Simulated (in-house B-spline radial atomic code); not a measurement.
## Response and correlation of Ag II (Ag+)

Closed shell [Kr] 4d10. Computed with a B-spline radial code for spherical atoms: Dirac-Hartree-Fock, relativistic RPA (time-dependent Dirac-Hartree-Fock) for the response and second-order many-body perturbation theory for correlation, no-pair Dirac-Coulomb Hamiltonian, finite nucleus.

Command:
```bash
python run_mb.py task.json out
```
Settings (nuclear radius in fm, box in bohr, cutoff in hartree):
```
basis_form          2
Z                   47
core_configuration  [Kr] 4d10
rms_radius          4.5454
mass_number         107
speed_of_light      137.036
box_radius          25.846
lmax                7
intervals           65
virtual_cutoff      55225.0
```

Time taken, with all properties: 16 s on 1 thread of Arm Neoverse V1, with other jobs on the host.

```
multipole (bohr³, bohr⁵, bohr⁷)  uncoupled  coupled RPA
                         dipole     8.8928       8.8288
                     quadrupole     29.724       49.898
                       octupole     211.89            ?
```

Question: What is the coupled octupole polarisability?

Answer: 309.26 atomic units, +46 % against the uncoupled value.

Question: Which subshells carry the dipole polarisability?

Answer: 4d5/2 61.2 %, 4d3/2 37.6 %, 4p3/2 0.7 %.

Question: What does the dipole shielding factor come to?

Answer: The dipole shielding factor is 0.979, against the exact N/Z = 46/47 = 0.979 of the non-relativistic theorem.

Dipole polarisability at imaginary frequency:

```
u (Eh)  α(iu) (bohr³)
     0          8.829
0.0566          8.759
 0.141          8.427
 0.283          7.522
 0.424          6.564
 0.566           5.72
 0.849          4.434
  1.13          3.535
  1.41          2.879
  1.98          1.992
  2.83          1.262
  4.24         0.6987
  5.66          0.443
  8.49          0.229
  14.1         0.1006
  28.3        0.03272
```

Question: What dispersion coefficients follow for two such ions (the dispersion part alone)?

Answer: C6 = (3/π)∫α(iu)²du = 51.84 hartree·bohr⁶ and C8 = 1066 hartree·bohr⁸.

Lowest J = 1 odd-parity excitations:

```tsv
energy (eV)	oscillator strength	leading channel	weight
10.7	0.0253	4d5/2 → p3/2	0.539
11.77	0.558	4d5/2 → p3/2	0.436
11.918	0.0101	4d3/2 → p1/2	0.5
16.815	0.0273	4d5/2 → p3/2	0.956
17.385	0.0264	4d3/2 → p1/2	0.481
17.526	0.0016	4d3/2 → p1/2	0.504
18.298	0.011	4d5/2 → f5/2	0.644
18.339	0.0603	4d5/2 → f7/2	0.64
```

Second-order correlation energy by the highest angular momentum of the excited pair (hartree): s -0.0256, p -0.2326, d -0.7373, f -1.01, g -0.3307, h -0.144, i -0.0656, k -0.03356.

Question: What is the second-order correlation energy at the partial-wave limit?

Answer: The listed waves sum to -2.5795 hartree; extrapolating the increments as (l + 1/2)⁻⁴ gives -2.6481 hartree, -1.57 eV per electron.
